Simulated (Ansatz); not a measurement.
A structure relaxed at PBE0-D4/def2-TZVP, charge 0, multiplicity 1:

```xyz
9

O    -0.102   -0.656    2.471
C     0.031   -0.386    1.324
C    -0.912    0.260    0.389
C    -0.309    0.350   -0.794
I    -0.971    1.118   -2.564
C     1.058   -0.242   -0.665
O     1.908   -0.356   -1.482
O     1.197   -0.665    0.632
H    -1.899    0.577    0.688
```

Problem. Give its formula and SMILES.

Solution. C4HIO3, `O=C1C=C(I)C(=O)O1`.

Problem. Point group (tolerance 0.08 Å, 0.16 Å for H)?

Solution. Cs.

Problem. Summarise the bond lengths by kind.

Solution. 4 × C–O 1.184 to 1.384 Å; 3 × C–C 1.331 to 1.496 Å; 1 × C–H 1.079 Å; 1 × C–I 2.040 Å.

Results of the Gaussian-basis code of Ansatz.
